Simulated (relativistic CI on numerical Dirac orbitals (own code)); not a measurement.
**Slater and spin-orbit integrals, Ge²⁵⁺**

Method of calculation: Dirac-Coulomb-Breit CI, separate exchange-only KLI orbitals for each configuration, model QED, unscaled Slater integrals (own radial code, finite nucleus).

Slater integrals F^k, G^k are unscaled and averaged over j, outside the closed core 1s2; ζ comes from projecting the Hamiltonian with its Breit term on Σ l·s of the shell.

- 2s2 2p3: F^2(2p,2p) = 555070, ζ(2p) = 187140 cm⁻¹; <r>(2p) = 0.1717, <r^2>(2p) = 0.03571 (bohr units).
- 2s 2p4: F^2(2p,2p) = 553590, G^1(2s,2p) = 595400, ζ(2p) = 185690 cm⁻¹; <r>(2s) = 0.1993, <r^2>(2s) = 0.04659, <r>(2p) = 0.1722, <r^2>(2p) = 0.03589 (bohr units).
- 2p5: ζ(2p) = 184280 cm⁻¹; <r>(2p) = 0.1727, <r^2>(2p) = 0.03615 (bohr units).

Averages of the first 10 configurations, taken without configuration mixing, which lowers the lowest level and can move excited configurations by several eV; other configurations of the list can lie among them:

| Configuration | Parity | States | Average energy above the lowest level (eV) |
| --- | --- | --- | --- |
| 2s2 2p3 | odd | 20 | 40.5 |
| 2s 2p4 | even | 30 | 183.9 |
| 2p5 | odd | 6 | 351.2 |
| 2p4 3s | even | 30 | 1769.7 |
| 2p4 3p | odd | 90 | 1809.3 |
| 2p4 3d | even | 150 | 1852.9 |
| 2s2 2p2 3s | even | 30 | 1490.4 |
| 2s2 2p2 3p | odd | 90 | 1533.6 |
| 2s2 2p2 3d | even | 150 | 1577.5 |
| 2s 2p3 3s | odd | 80 | 1618.0 |
